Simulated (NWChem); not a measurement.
System: BH2SeF; SMILES B(F)[SeH]

```xyz
5

B     -0.5553    -1.0790     0.0000
F      0.3169    -2.0709     0.0000
H     -1.7359    -1.3251     0.0000
Se     0.1241     0.7310     0.0000
H     -1.2167     1.3306     0.0000
```
Atoms are numbered in this order, from 1.

Level: PBE0/def2-SVP (NWChem), optimised geometry, unscaled harmonic frequencies. This build's default masses of Se (78.918 u) and Br (79.917 u) are each other's, which moves their modes by up to 0.6 %.

```json
[
 {"frequency (cm⁻¹)": "290", "IR intensity (km/mol)": "1.5"},
 {"frequency (cm⁻¹)": "386", "IR intensity (km/mol)": "1.7"},
 {"frequency (cm⁻¹)": "644", "IR intensity (km/mol)": "19.0"},
 {"frequency (cm⁻¹)": "773", "IR intensity (km/mol)": "31.4"},
 {"frequency (cm⁻¹)": "814", "IR intensity (km/mol)": "18.0"},
 {"frequency (cm⁻¹)": "1093", "IR intensity (km/mol)": "45.6"},
 {"frequency (cm⁻¹)": "1318", "IR intensity (km/mol)": "377.5"},
 {"frequency (cm⁻¹)": "2474", "IR intensity (km/mol)": "5.3"},
 {"frequency (cm⁻¹)": "2660", "IR intensity (km/mol)": "112.3"}
]
```

```yaml
zero_point_energy: 14.9 kcal/mol
thermal correction to the enthalpy at 298.15 K (with zero-point energy): 18.0 kcal/mol
heat capacity Cv: 11.8 cal/(mol K)
entropy at 298.15 K and 1 atm (symmetry number 1): 67.2 cal/(mol K)
dipole_moment: 1.32 D
```

Rigid rotor and harmonic oscillator.
